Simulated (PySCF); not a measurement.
**Electron correlation in O⁺ (oxygen, charge +1)**

[He] 2s2 2p3, high-spin 4S determinant. All numbers are calculated (PySCF 2.14, no relativity, point nucleus, in def2-SVP (3s2p1d, 14 functions)). Frozen: 1s2; 5 electrons correlated.

MP2 pair energies summed by pair of shells (mhartree):

```json
{"pair": "2s-2p", "energy": "-45.31", "share (%)": "65.7"}
{"pair": "2p-2p", "energy": "-16.53", "share (%)": "24.0"}
{"pair": "2s-2s", "energy": "-7.10", "share (%)": "10.3"}
```

Total MP2 correlation energy: -68.93 mhartree.

Same-spin part -19.30 and opposite-spin part -49.63 mhartree; SCS-MP2 scales them by 1/3 and 6/5 to -65.99 mhartree.

```csv
level,correlation energy (mhartree)
CCSD,-83.87
(T),-0.57
CCSD(T),-84.44
```

Diagnostics: T1 = 0.0038, D1 = 0.0069, largest double amplitude 0.036.

Is a single reference adequate?

Yes: T1 lies below 0.03 and no double amplitude reaches 0.07.
